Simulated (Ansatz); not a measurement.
A structure relaxed at PBE0-D4/def2-TZVP in Ansatz, charge 1, doublet:

```xyz
3

Mo    0.604   -0.991    0.302
O     0.069    0.558   -0.689
O    -0.674    0.433    0.386
```

Q: Give its formula and point group.

A: the cluster MoO₂⁺. Point group C2v (tolerance 0.1 Å).

Q: Summarise the bond lengths by kind (pairs closer than 1.2 times the sum of covalent radii, bridged metal pairs left out).

A: 2 × Mo–O 1.92 Å; 1 × O–O 1.31 Å. The metal has 2 neighbours: O 1.92 Å, O 1.92 Å.

In the def2 sets Mo takes a core potential; there is no spin–orbit coupling. The structure holds 1 bond(s) between oxygen atoms. The charge 1 doublet is spin-contaminated (final ⟨S²⟩ up to 2.31, 0.75 for a pure state). Another isomer (doublet) lies 4.02 eV lower at PBE0-D4/def2-TZVP; other spin states weren't run for this one.
